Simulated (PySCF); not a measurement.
Species: C5H6NP.
SMILES: `C=Pn1cccc1`

Level of theory: TDDFT wB97X-D/def2-SVPD, vertical, gas phase, core orbitals frozen in the response (PySCF). One conformer (not necessarily the lowest) at the GFN2-xTB geometry, without solvent, vibrations or thermal averaging. Torsions of this conformer, `[CH2:1]=[P:2][n:3]1[cH:4][cH:5][cH:6][cH:7]1`: C1–P2–N3–C4 164°.

Task: What does the calculation give for the low-lying excited states?

Result: 

```
state  E (eV)  ν̃ (cm⁻¹)       f   main configurations (H = HOMO, L = LUMO)
   S1    4.33      34960  0.0008                                  H→L (98%)
   S2    4.78      38540   0.228                                H-1→L (92%)
   S3    5.60      45130   0.037                   H-3→L (61%), H-2→L (33%)
   S4    6.37      51410   0.021  H-1→L+1 (50%), H-2→L (11%), H-1→L+2 (10%)
   S5    6.46      52080   0.011      H-2→L (32%), H→L+3 (18%), H-3→L (17%)
   S6    6.59      53160  0.0056                   H→L+2 (79%), H→L+1 (15%)
   S7    6.72      54220   0.171      H→L+3 (62%), H→L+1 (10%), H-2→L (10%)
   S8    6.87      55420   0.015                 H→L+1 (30%), H-1→L+3 (27%)
```

Triplets, Tamm–Dancoff:

```json
{"state": "T1", "E (eV)": "2.87", "λ (nm)": "431.7", "main configurations (H = HOMO, L = LUMO)": "H-1→L (76%), H-2→L (16%)"}
{"state": "T2", "E (eV)": "3.70", "λ (nm)": "334.7", "main configurations (H = HOMO, L = LUMO)": "H→L (74%), H→L+3 (19%)"}
{"state": "T3", "E (eV)": "4.38", "λ (nm)": "282.8", "main configurations (H = HOMO, L = LUMO)": "H-3→L (52%), H-2→L (42%)"}
```

The lowest singlet lies at 4.33 eV (286 nm, ultraviolet) and is very weak; its leading configuration is HOMO→LUMO (98%). The most intense listed level is S2 at 4.78 eV (259 nm, f = 0.228), 0.44 eV above S1. Löwdin shares by element: HOMO carbon 84% or more (atoms not listed hold the other 16%); LUMO phosphorus 43%, carbon 32% or more, nitrogen 7% (atoms not listed hold the other 18%). The listed states span 2.54 eV, and the widest gap between neighbours is 0.82 eV (S2 to S3). Of the 8 states listed, 6 reach f = 0.01 and none stays under 0.0005. The oscillator strengths of these states sum to 0.490; summed over the whole spectrum of an exact calculation they would give the number of electrons, 58 (Thomas–Reiche–Kuhn). Only the lowest 8 singlets were computed, as vertical energies without vibronic structure.
